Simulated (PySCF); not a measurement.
# An excited-state table with gaps

Compound: C₆H₆Cl₂.
Z-matrix (Å and degrees, PBE0-D3(BJ)/def2-SVP geometry), rows numbered from 1:
```
Cl
C   1  1.7948
Cl  2  1.7950  1  109.36
C   2  1.4759  1  111.40  3  -123.47
C   4  1.3547  2  126.17  1  -119.30
C   5  1.4596  4  109.24  2  -179.84
C   6  1.3512  5  108.93  4    -0.00
C   7  1.4938  6  109.46  5     0.01
H   2  1.0956  1  106.42  3   114.56
H   5  1.0918  4  125.69  2     0.12
H   6  1.0909  5  124.65  4   179.99
H   7  1.0905  6  126.57  5  -180.00
H   8  1.1050  4  111.36  2    58.86
H   8  1.1050  4  111.37  2   -59.13
```

Computed with PySCF 2.14.0, density-fitted response routines, TDDFT B3LYP/def2-SVPD, vertical, gas phase, core orbitals frozen in the response.

Lowest singlets, with some entries withheld (?).

```
state  λ (nm)       f  main configurations (H = HOMO, L = LUMO)
   S1   268.6   0.192                                         ?
   S2   237.1  0.0029                               H→L+1 (99%)
   S3   208.9  0.0020                                         ?
   S4   208.2       ?                               H-2→L (98%)
   S5   202.4       ?                               H→L+2 (97%)
   S6       ?       ?                  H→L+3 (59%), H-3→L (34%)
   S7   191.4  0.0077                  H-4→L (83%), H-3→L (10%)
   S8   189.6   0.012                  H→L+4 (82%), H-5→L (11%)
   S9   189.3  0.0051                                         ?
  S10       ?   0.114     H→L+6 (33%), H→L+3 (29%), H-3→L (25%)
```

Q: Fill in the withheld entries.

A: 
- S1: H→L (98%)
- S3: H-1→L (96%)
- S4: f = 0.0001
- S5: f = 0.0004
- S6: λ = 199.7 nm; f = 0.0055
- S9: H-5→L (61%), H-1→L+1 (22%), H→L+4 (14%)
- S10: λ = 186.2 nm

Q: How far apart are S6 and S9, in eV and cm⁻¹?

A: 6.550 − 6.209 = 0.341 eV, or about 2760 cm⁻¹.

Q: What is the mean static polarisability from the same response equations?

A: 99.7 au (14.77 Å³), with principal values 85.1, 90.9 and 123.0 au.

Q: Where do the lowest triplets lie (Tamm–Dancoff)?

A: T1 2.89 eV, H→L (95%); T2 4.85 eV, H-3→L (43%), H→L+3 (22%), H→L+6 (17%); T3 5.11 eV, H→L+1 (96%); T4 5.73 eV, H-2→L (89%). E(S1) − E(T1) = +1.73 eV.

The vertical ionisation energy (ΔSCF) is 8.59 eV, 1.94 eV above S10.

One conformer stands for the species.
